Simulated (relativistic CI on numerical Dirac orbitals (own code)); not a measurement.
**What each ingredient does to the levels of Tb62+**

Base calculation: Dirac-Coulomb-Breit CI, KLI orbitals optimised for each configuration, model QED, unscaled Slater integrals.

CI space (outside the closed core 1s2): 2s, 2p, 3s, 3p, 3d, 4s, 4p, 4d, 4f, 5s, 5p, 5d, 5f, 5g. Levels of other configurations are missing.

Variants: (1) valence Slater integrals scaled by 0.9; (2) QED terms removed; (3) one mean potential for all configurations. Shifts of the energy above 2s 2S_1/2, in eV, for the lowest level and the first level of each name with at least 55 % of one term (blank where a level changes its place among those of its configuration and J or its character, or is not in the variant):

| Level | Base | Δ(1) | Δ(2) | Δ(3) |
| --- | --- | --- | --- | --- |
| 2s 2S_1/2 | 0.0 | 0.0 | 0.0 | 0.0 |
| 2p 2P°_1/2 | 157.5 | 0.0 | +12.2 | +0.3 |
| 2p 2P°_3/2 | 997.8 | 0.0 | +11.1 | +0.2 |
| 3s 2S_1/2 | 8305.8 | 0.0 | +9.2 | -0.1 |
| 3p 2P°_1/2 | 8348.8 | 0.0 | +12.8 | -0.1 |
| 3p 2P°_3/2 | 8599.0 | 0.0 | +12.5 | -0.1 |
| 3d 2D_3/2 | 8610.6 | 0.0 | +13.0 | -0.2 |
| 3d 2D_5/2 | 8683.9 | 0.0 | +12.9 | -0.2 |
| 4s 2S_1/2 | 11160.0 | 0.0 | +11.4 | -0.2 |
| 4p 2P°_1/2 | 11177.4 | 0.0 | +12.9 | -0.1 |
| 4p 2P°_3/2 | 11282.4 | 0.0 | +12.8 | -0.1 |
| 4d 2D_3/2 | 11287.4 | 0.0 | +13.0 | -0.2 |
| 4d 2D_5/2 | 11318.4 | 0.0 | +12.9 | -0.2 |
| 4f 2F°_5/2 | 11318.6 | 0.0 | +13.0 | -0.2 |

At this charge energies of transitions that change n are usually good to better than 1 %, and those within a shell (Δn = 0) to a few per cent.

Ionisation energy from the two ground configurations alone: base 14720 eV; QED terms removed 14733 eV. The NIST ASD value (theoretical) is 14721 eV.
